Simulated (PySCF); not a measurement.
**Bonding in `[H]/N=C\C=N/C(C)C`**

Compound: C5H10N2.
SMILES with atom numbers: `[H]/[N:7]=[CH:6]\[CH:5]=[N:4]/[CH:2]([CH3:1])[CH3:3]` (hydrogens: H8, H9, H10 on C1; H11 on C2; H12, H13, H14 on C3; H15 on C5; H16 on C6; H17 on N7)

Geometry (GFN2-xTB, Å), atoms numbered from 1 in this order:
```xyz
17
C5H10N2 angstrom
C     -1.2366    1.1999   -0.0797
C     -0.7643   -0.2570   -0.1463
C     -1.9183   -1.2099    0.1622
N      0.2385   -0.4557    0.8632
C      1.4681   -0.2352    0.6942
C      2.1853    0.2489   -0.4961
N      3.4173    0.5063   -0.5593
H     -1.5879    1.4262    0.9241
H     -0.4206    1.8778   -0.3231
H     -2.0500    1.3576   -0.7833
H     -0.3888   -0.4613   -1.1608
H     -2.7279   -1.0652   -0.5483
H     -1.5797   -2.2412    0.1052
H     -2.2862   -1.0237    1.1671
H      2.1012   -0.4163    1.5634
H      1.6149    0.4178   -1.4044
H      3.9278    0.3429    0.3108
```

Bond orders from the PBE0/pcSseg-1 density (PySCF). Isolated species at its GFN2-xTB geometry (one conformer only).

(1) How far do the computed orders between heavy atoms stray from the drawn ones?

(2) Give the Mayer order of every bond, beside its length.

Answers

(1) The largest departure is 0.075, at C2–N4 (drawn single, 0.925).

(2) 
```tsv
bond	drawn as	length (Å)	Mayer order
C1–C2	single	1.533	1.014
C2–C3	single	1.528	1.029
C2–N4	single	1.437	0.925
N4–C5	double	1.261	1.966
C5–C6	single	1.472	0.987
C6–N7	double	1.260	2.000
C1–H8	single	1.087	0.958
C1–H9	single	1.088	0.964
C1–H10	single	1.087	0.963
C2–H11	single	1.101	0.923
C3–H12	single	1.087	0.962
C3–H13	single	1.087	0.969
C3–H14	single	1.086	0.962
C5–H15	single	1.091	0.956
C6–H16	single	1.086	0.937
N7–H17	single	1.022	0.942
```

By pair of heavy elements: C–C: lowest C5–C6 (0.987, 1.472 Å), highest C2–C3 (1.029, 1.528 Å); in 2 of the 3 pairs the longer bond (by over 0.003 Å) has the higher order (by 0.02 or more). C–N: lowest C2–N4 (0.925, 1.437 Å), highest C6–N7 (2.000, 1.260 Å).

Sum the orders of all bonds at each heavy atom with more than one neighbour and set the sums beside the valence in the SMILES.

C1 3.899 (drawn 4), C2 3.891 (drawn 4), C3 3.922 (drawn 4), N4 2.891 (drawn 3), C5 3.909 (drawn 4), C6 3.924 (drawn 4), N7 2.942 (drawn 3). Orders between atoms that aren't bonded are not in these sums.

The Mayer order sums products of elements of PS (density times overlap matrix) between the two atoms' basis functions, so it depends on the basis set.
